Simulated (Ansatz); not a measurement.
Harmonic vibrations of the cluster HfZrO₄ by finite differences.

```yaml
crystal:
  periodic: [false, false, false]
  atoms:
    - {symbol: Hf, position_ang: [0.435944, -1.514767, 0.223256]}
    - {symbol: Zr, position_ang: [-0.738117, 1.199196, 0.677817]}
    - {symbol: O, position_ang: [0.943443, 0.208273, 1.049310]}
    - {symbol: O, position_ang: [-0.561612, 2.370433, -0.611443]}
    - {symbol: O, position_ang: [-1.298919, -0.589067, 0.018080]}
    - {symbol: O, position_ang: [1.219250, -1.674067, -1.357021]}
basis:
  gaussian: {orbitals: def2-SVP}
hamiltonian: {xc: pbe0, dispersion: d4}
scf: {omitted_lower_state_checks: [starts]}
phonons: {temperatures: {t_min: 298.15, t_max: 900, t_step: 200}}
```

```sh
$ ansatz run in.yaml --threads 4 --pin off --events-out ev --progress --plain --max-ram 8704MiB
```

Shortened log:

```
Functional definition: PBE0
  name "PBE0"
  cite "Adamo & Barone, J. Chem. Phys. 110, 6158 (1999) doi:10.1063/1.478522"
  cite "Perdew, Burke & Ernzerhof, Phys. Rev. Lett. 77, 3865 (1996) doi:10.1103/PhysRevLett.77.3865"
  parent pbe
  parameter a = 0.25
  parameter kappa = 0.804
  parameter beta = 0.06672455060314922
  exchange = (1 - a)*pbe_x(kappa = kappa, mu = beta*pi^2/3) + a*exact_x
  correlation = pbe_c(beta = beta)
these checks for a lower state are left out or cut short: starts
mean field -10765.83450663 eV, -395.6371207737 hartree, gradient 4.5e-5 eV, S^2 0.000000; 0 other end points of the search recorded, 0 dependent functions left out
the calculation of the forces begins
these checks for a lower state are left out or cut short: stability, starts, cluster_reference, orbital_swaps, neighbouring_geometries, increment
mean field -10765.83443135 eV, -395.6371180075 hartree, gradient 3.8e-6 eV, S^2 0.000000; 0 other end points of the search recorded, 0 dependent functions left out
the calculation of the forces begins
these checks for a lower state are left out or cut short: stability, starts, cluster_reference, orbital_swaps, neighbouring_geometries, increment
mean field -10765.83440925 eV, -395.6371171952 hartree, gradient 3.8e-6 eV, S^2 0.000000; 0 other end points of the search recorded, 0 dependent functions left out
the calculation of the forces begins
these checks for a lower state are left out or cut short: stability, starts, cluster_reference, orbital_swaps, neighbouring_geometries, increment
mean field -10765.83434712 eV, -395.6371149121 hartree, gradient 3.8e-6 eV, S^2 0.000000; 0 other end points of the search recorded, 0 dependent functions left out
the calculation of the forces begins
these checks for a lower state are left out or cut short: stability, starts, cluster_reference, orbital_swaps, neighbouring_geometries, increment
mean field -10765.83446315 eV, -395.6371191761 hartree, gradient 3.8e-6 eV, S^2 0.000000; 0 other end points of the search recorded, 0 dependent functions left out
the calculation of the forces begins
these checks for a lower state are left out or cut short: stability, starts, cluster_reference, orbital_swaps, neighbouring_geometries, increment
mean field -10765.83439035 eV, -395.6371165007 hartree, gradient 3.8e-6 eV, S^2 0.000000; 0 other end points of the search recorded, 0 dependent functions left out
the calculation of the forces begins
these checks for a lower state are left out or cut short: stability, starts, cluster_reference, orbital_swaps, neighbouring_geometries, increment
mean field -10765.83434997 eV, -395.6371150167 hartree, gradient 3.8e-6 eV, S^2 0.000000; 0 other end points of the search recorded, 0 dependent functions left out
the calculation of the forces begins
these checks for a lower state are left out or cut short: stability, starts, cluster_reference, orbital_swaps, neighbouring_geometries, increment
mean field -10765.83440487 eV, -395.6371170343 hartree, gradient 1.3e-6 eV, S^2 0.000000; 0 other end points of the search recorded, 0 dependent functions left out
the calculation of the forces begins
these checks for a lower state are left out or cut short: stability, starts, cluster_reference, orbital_swaps, neighbouring_geometries, increment
mean field -10765.83448255 eV, -395.6371198890 hartree, gradient 1.3e-6 eV, S^2 0.000000; 0 other end points of the search recorded, 0 dependent functions left out
the calculation of the forces begins
these checks for a lower state are left out or cut short: stability, starts, cluster_reference, orbital_swaps, neighbouring_geometries, increment
mean field -10765.83442881 eV, -395.6371179140 hartree, gradient 3.1e-6 eV, S^2 0.000000; 0 other end points of the search recorded, 0 dependent functions left out
the calculation of the forces begins
[...]
the calculation of the forces begins
these checks for a lower state are left out or cut short: stability, starts, cluster_reference, orbital_swaps, neighbouring_geometries, increment
mean field -10765.83447936 eV, -395.6371197717 hartree, gradient 2.1e-6 eV, S^2 0.000000; 0 other end points of the search recorded, 0 dependent functions left out
the calculation of the forces begins
these checks for a lower state are left out or cut short: stability, starts, cluster_reference, orbital_swaps, neighbouring_geometries, increment
mean field -10765.83449363 eV, -395.6371202962 hartree, gradient 2.3e-6 eV, S^2 0.000000; 0 other end points of the search recorded, 0 dependent functions left out
the calculation of the forces begins
these checks for a lower state are left out or cut short: stability, starts, cluster_reference, orbital_swaps, neighbouring_geometries, increment
mean field -10765.83450245 eV, -395.6371206205 hartree, gradient 3.8e-6 eV, S^2 0.000000; 0 other end points of the search recorded, 0 dependent functions left out
the calculation of the forces begins
these checks for a lower state are left out or cut short: stability, starts, cluster_reference, orbital_swaps, neighbouring_geometries, increment
mean field -10765.83444974 eV, -395.6371186832 hartree, gradient 3.8e-6 eV, S^2 0.000000; 0 other end points of the search recorded, 0 dependent functions left out
the calculation of the forces begins
these checks for a lower state are left out or cut short: stability, starts, cluster_reference, orbital_swaps, neighbouring_geometries, increment
mean field -10765.83447780 eV, -395.6371197144 hartree, gradient 3.8e-6 eV, S^2 0.000000; 0 other end points of the search recorded, 0 dependent functions left out
the calculation of the forces begins
these checks for a lower state are left out or cut short: stability, starts, cluster_reference, orbital_swaps, neighbouring_geometries, increment
mean field -10765.83452614 eV, -395.6371214910 hartree, gradient 3.8e-6 eV, S^2 0.000000; 0 other end points of the search recorded, 0 dependent functions left out
the calculation of the forces begins
these checks for a lower state are left out or cut short: stability, starts, cluster_reference, orbital_swaps, neighbouring_geometries, increment
mean field -10765.83435503 eV, -395.6371152027 hartree, gradient 3.8e-6 eV, S^2 0.000000; 0 other end points of the search recorded, 0 dependent functions left out
the calculation of the forces begins
these checks for a lower state are left out or cut short: stability, starts, cluster_reference, orbital_swaps, neighbouring_geometries, increment
mean field -10765.83443166 eV, -395.6371180190 hartree, gradient 3.8e-6 eV, S^2 0.000000; 0 other end points of the search recorded, 0 dependent functions left out
the calculation of the forces begins
Total energy: -10766.00427419 eV, -395.6433596167 hartree
Atom 0 at     0.435944    -1.514767     0.223256 Å, force     0.002350    -0.009288     0.001592 eV/Å
Atom 1 at    -0.738117     1.199196     0.677817 Å, force    -0.005691     0.015394     0.000453 eV/Å
Atom 2 at     0.943443     0.208273     1.049310 Å, force    -0.001547    -0.006479    -0.003195 eV/Å
Atom 3 at    -0.561612     2.370433    -0.611443 Å, force    -0.000976     0.002056     0.000381 eV/Å
Atom 4 at    -1.298919    -0.589067     0.018080 Å, force     0.006481    -0.003545     0.000585 eV/Å
Atom 5 at     1.219250    -1.674067    -1.357021 Å, force    -0.000617     0.001861     0.000184 eV/Å
Dipole moment:    -0.731752    -0.665806     2.106010 e Å
Vibrations: 97.51 151.14 174.83 250.55 260.57 317.84 488.39 608.96 676.06 688.42 913.20 958.25 cm⁻¹, zero-point energy 0.346271 eV
Checks for a lower state left out: starts
```

Hardware: 4 threads of Arm Neoverse V1 on a shared host. Wall time 71 s.

In the def2 sets Hf, Zr take a core potential; there is no spin–orbit coupling. The structure comes from a short search, and lower isomers may exist.
